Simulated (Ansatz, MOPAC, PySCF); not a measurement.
Donor–acceptor adduct: GaH3 (SMILES [GaH3]) (first 4 atoms) with C2H6O (SMILES COC); geometry from B3LYP-D3(BJ)/def2-TZVP, rigid monomers moved along the line of their centres of mass till Ga1···O6 is 3.02 Å.
(charge 0, multiplicity 1):
```
atom    x (Å)    y (Å)   z (Å)
----  -------  -------  ------
Ga     0.7169   0.2403  0.9854
H      1.9781  -0.6968  1.1198
H     -0.6087  -0.3757  0.3769
H      0.9005   1.8057  0.9343
C     -1.3217   0.9039  4.2075
O     -0.2415   0.0399  3.8458
C     -0.3855  -1.2835  4.3674
H     -1.3914   0.9649  5.2956
H     -2.2629   0.5322  3.7938
H     -1.0974   1.8830  3.7933
H     -0.4462  -1.2416  5.4569
H      0.4961  -1.8417  4.0647
H     -1.2831  -1.7581  3.9619
```

Interaction energies are E(AB) − E(A) − E(B) at the monomers' geometry in the complex; basis-set methods are counterpoise corrected. Rows marked so take none.

Cores are frozen in the correlated methods. Filled d and f shells under p-block atoms count as core. Rows in 3-21G carry no dispersion term and start afresh at each structure; the Pople sets are all-electron and without relativity. The state that PM6 reach isn't checked.

Run with Ansatz (Gaussian basis) for Hartree–Fock, density functionals and correlated methods; MOPAC for PM6 (differences of heats of formation); PySCF for 3-21G rows, the dispersion terms. Values without a source in brackets are computed.

| level | interaction energy (kcal/mol) |
|---|---|
| PM6 | -2.71 |
| PBE/def2-TZVPPD | -7.33 |
| r2SCAN-D3(BJ)/def2-TZVPPD | -8.87 |
| B3LYP/3-21G (no counterpoise) | ? |
| B3LYP/def2-TZVPPD | ? |
| PBE0-D3(BJ)/def2-TZVPPD | -8.63 |
| PBE0-D4/def2-TZVPPD | -8.87 |
| MP2/aug-cc-pVDZ | -8.66 |
| CCSD(T)/aug-cc-pVDZ | -8.51 |

### Question
What belongs in the gaps?

### Answer

- B3LYP/3-21G (no counterpoise), interaction energy (kcal/mol): -14.71
- B3LYP/def2-TZVPPD, interaction energy (kcal/mol): -6.73

Ansatz is a first-principles code.
